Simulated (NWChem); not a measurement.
## Correlation energy of H2As

```
As
H 1 1.5297
H 1 1.5297 2 90.76
```
Charge 0, spin multiplicity 2.

The numbers come from NWChem runs, not from measurements. The geometry was optimised at UPBE0/def2-SVP, a minimum by its harmonic frequencies.

Basis set: def2-SVP. Each correlation energy counts from its own Hartree-Fock reference.

The Hamiltonian is non-relativistic. The correlated methods keep 9 core orbitals frozen. The structure started from a generated list of species. The unpaired electrons of the parent sit in orbitals of symmetry b2 (C2v labels of the run); other states weren't searched. The stability of the SCF solutions was not checked. Open-shell Hartree-Fock references start from PBE0 orbitals. No row is a measurement; the coupled-cluster row has its own basis-set and correlation limits.

One of these methods gave a correlation energy of -223.0 mHa. Which?
A) CCSD[T] on ROHF
B) CCSD on UHF
C) UMP2
D) CCSD[T] on UHF

C, UMP2. The others give -243.4 (CCSD[T] on UHF), -247.6 (CCSD[T] on ROHF), -237.4 (CCSD on UHF).
